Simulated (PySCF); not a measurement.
Z-matrix (Å, degrees):
```
Y
N 1 2.1344
H 2 1.0296 1 127.60
H 2 1.0298 3 105.50 1 179.85
N 1 2.1344 2 115.55 3 179.64
H 5 1.0296 1 127.60 2 -179.60
H 5 1.0298 6 105.50 1 -179.86
Cl 1 2.4951 2 122.22 3 0.15
```
Charge 0, multiplicity 1.

### Question
Give the HOMO, HOMO–LUMO gap, LUMO, charge on the central atom (Mulliken), total energy and dipole moment at the level TPSSh-D3(BJ)/def2-TZVP // PBE-D3(BJ)/def2-SVP in PySCF.

### Answer

```json
{
  "HOMO": "-6.22 eV",
  "HOMO–LUMO gap": "4.34 eV",
  "LUMO": "-1.88 eV",
  "charge on the central atom (Mulliken)": "1.39 e",
  "total_energy": "-610.6798 Ha",
  "dipole_moment": "0.682 e·Å"
}
```
